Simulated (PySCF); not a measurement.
**Cost of excited-state runs on `C=C[C@H]1[C@@H](C)[Se][C@@H]1F`, C$_{6}$H$_{9}$FSe**

Bonds (- single, = double, # triple, : aromatic): C1=C2, C2-C3, C3-C4, C4-C5, C4-Se6, Se6-C7, C7-F8, C7-C3. C1 carries H9, H10; C2 carries H11; C3 carries H12; C4 carries H13; C5 carries H14, H15, H16; C7 carries H17. Stereochemistry as in C=C[C@H]1[C@@H](C)[Se][C@@H]1F. H10 is cis to C3; H9 is trans to C3.

PySCF with density fitting, on 1 thread of an Arm Neoverse V1, shared host. Command: `OMP_NUM_THREADS=1 python excited_run.py task.json out`

Task: How long does this run take, and how much memory?
- circular dichroism and optical rotation, B3LYP/def2-SVPD; 16 states

Result: 
| run | level | basis functions | wall time | peak memory (GiB) |
| --- | --- | --- | --- | --- |
| circular dichroism and optical rotation | B3LYP/def2-SVPD | 256 | 2.4 min | 1.1 |

Times from a shared host are rough.
